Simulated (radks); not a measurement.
Species: Al I. Configuration: [Ne] 3s2 5p1 (not the ground configuration). Method: Dirac Kohn-Sham, LDA (Slater exchange, Perdew-Wang correlation), spin-unpolarised, spherical densities, point nucleus; open shells fill j = l - 1/2 first; computed with a radial shooting solver on a logarithmic mesh with Libxc functionals.

Normalised radial functions P(r) = r R(r) (large component), r in bohr:

r	1s1/2	3s1/2	5p1/2
0.007095	0.5908	0.0434	0.0002
0.00826	0.6770	0.0497	0.0002
0.009615	0.7739	0.0568	0.0003
0.01119	0.8821	0.0647	0.0004
0.01303	1.0021	0.0735	0.0006
0.01517	1.1339	0.0830	0.0007
0.01766	1.2773	0.0934	0.0010
0.02056	1.4313	0.1044	0.0013
0.02394	1.5941	0.1158	0.0017
0.02786	1.7629	0.1275	0.0023
0.03244	1.9335	0.1390	0.0030
0.03776	2.1005	0.1496	0.0039
0.04396	2.2568	0.1587	0.0051
0.05118	2.3938	0.1652	0.0066
0.05958	2.5017	0.1681	0.0085
0.06936	2.5699	0.1659	0.0108
0.08075	2.5879	0.1572	0.0136
0.09401	2.5467	0.1405	0.0170
0.1094	2.4404	0.1145	0.0209
0.1274	2.2677	0.0782	0.0255
0.1483	2.0337	0.0313	0.0305
0.1727	1.7506	-0.0252	0.0358
0.201	1.4373	-0.0891	0.0412
0.234	1.1174	-0.1564	0.0462
0.2724	0.8157	-0.2212	0.0502
0.3171	0.5537	-0.2761	0.0527
0.3692	0.3457	-0.3129	0.0529
0.4298	0.1960	-0.3232	0.0500
0.5044	0.0956	-0.2980	0.0431
0.5872	0.0424	-0.2358	0.0324
0.6836	0.0162	-0.1365	0.0176
0.7958	0.0052	-0.0051	-0.0010
0.9265	0.0014	0.1485	-0.0225
1.079	0.0003	0.3100	-0.0456
1.256	0.0000	0.4625	-0.0683
1.462	0.0000	0.5887	-0.0880
1.702	0.0000	0.6733	-0.1017
1.981	0.0000	0.7052	-0.1060
2.306	0.0000	0.6805	-0.0975
2.685	0.0000	0.6046	-0.0740
3.126	0.0000	0.4923	-0.0356
3.639	0.0000	0.3646	0.0149
4.236	0.0000	0.2434	0.0710
4.931	0.0000	0.1451	0.1239
5.741	0.0000	0.0764	0.1633
6.683	0.0000	0.0351	0.1780
7.78	0.0000	0.0137	0.1585
9.058	0.0000	0.0044	0.1023
10.54	0.0000	0.0011	0.0179
12.28	0.0000	0.0002	-0.0833
14.29	0.0000	0.0000	-0.1886
16.64	0.0000	0.0000	-0.2700
19.37	0.0000	0.0000	-0.2933
22.55	0.0000	0.0000	-0.2464
26.25	0.0000	0.0000	-0.1585
30.56	0.0000	0.0000	-0.0774
35.57	0.0000	0.0000	-0.0288
41.41	0.0000	0.0000	-0.0082
48.21	0.0000	0.0000	-0.0018
56.13	0.0000	0.0000	-0.0003

1s1/2: eigenvalue -1510.8 eV, 0 radial nodes, <r> = 0.121 bohr, 90 % of the charge inside 0.216 bohr. 3s1/2: eigenvalue -13.095 eV, 2 radial nodes at r = 0.162, 0.800 bohr, <r> = 2.38 bohr, 90 % of the charge inside 3.59 bohr. 5p1/2: eigenvalue -0.694 eV, 3 radial nodes at r = 0.790, 3.49, 10.8 bohr, <r> = 18.4 bohr, 90 % of the charge inside 25.4 bohr.
